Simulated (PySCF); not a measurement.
Se(OH)(OSiH3) (H4O2SeSi), SMILES O[Se]O[SiH3]. Atoms are numbered in the order given.

```xyz
8

Se    -0.1715     0.7449     0.5834
O     -1.8850     0.1500     0.4961
H     -2.1440     0.2073    -0.4472
O      0.7769    -0.7943     0.2444
Si     0.9798    -1.1752    -1.4053
H     -0.3551    -1.2307    -2.1035
H      1.6249    -2.5295    -1.4325
H      1.8516    -0.1660    -2.1011
```

The structure is a stationary point at PBE-D3(BJ)/def2-SVP. One conformer was computed; it need not be the lowest.

Level of theory: TDDFT-M06-2X/def2-SVPD run with PySCF.

Vertical excitations. Isolated molecule, no solvent.

Question: Give excitation energies, oscillator strengths and character. (An estimate is asked for; the answer gives what the named calculation found.)

Answer: 
```tsv
state	energy (eV)	λ (nm)	f	main pairs
S1	3.59	345	0.001	HOMO→LUMO 90 %
S2	4.19	296	0.002	HOMO→LUMO+1 89 %
S3	6.00	207	0.040	HOMO→LUMO+2 90 %
S4	6.35	195	0.006	HOMO−1→LUMO 40 %, HOMO−1→LUMO+1 37 %
S5	6.68	185	0.008	HOMO−3→LUMO+1 22 %, HOMO−3→LUMO 22 %, HOMO−2→LUMO 22 %, HOMO−2→LUMO+1 12 %
S6	6.85	181	0.011	HOMO→LUMO+3 54 %, HOMO→LUMO+4 24 %
S7	7.11	174	0.031	HOMO−1→LUMO+1 25 %, HOMO−2→LUMO+1 22 %, HOMO−2→LUMO 16 %, HOMO−1→LUMO 9 %
S8	7.19	172	0.019	HOMO→LUMO+6 47 %, HOMO→LUMO+4 24 %, HOMO→LUMO+3 15 %
S9	7.23	171	0.029	HOMO→LUMO+4 23 %, HOMO→LUMO+6 14 %, HOMO→LUMO+5 10 %, HOMO−1→LUMO+1 10 %
S10	7.37	168	0.014	HOMO→LUMO+5 60 %
T1	2.99	415	0	HOMO→LUMO 83 %
T2	3.31	375	0	HOMO→LUMO+1 80 %
T3	5.80	214	0	HOMO−1→LUMO 38 %, HOMO−1→LUMO+1 27 %, HOMO−4→LUMO 8 %
T4	5.85	212	0	HOMO→LUMO+2 83 %
```
Triplets are in the Tamm–Dancoff approximation, which puts them higher than full response would, so one can lie above its singlet here.
